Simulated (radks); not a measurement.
These are the eigenvalues of the occupied orbitals of an atom or ion with whole-number occupations (hartree). Method: Dirac Kohn-Sham, BLYP, spin-unpolarised, spherical densities, finite nucleus; Fermi nuclear charge, rms radius of each element as measured or else 0.836 A^(1/3) + 0.57 fm; computed with a radial shooting solver on a logarithmic mesh with Libxc functionals.

| orbital | eigenvalue |
|---|---|
| 1s1/2 | -2094.011 |
| 2s1/2 | -486.3226 |
| 2p1/2 | -475.2646 |
| 2p3/2 | -445.8317 |

Which element is it, and in what charge state? The configuration may be excited. Open shells, if any, fill j = l - 1/2 first.

Answer. Z = 65, terbium, charge +57: Tb57+ in [He] 2s2 2p4. The list shows which subshells hold electrons but not how many an open one holds; the 1s level, -2094 hartree, gives Z - s = 64.7 by -(Z - s)^2/2, which with screening and relativity narrows Z to a few neighbours, and the depths of the outer levels then fix element, charge and occupations together.
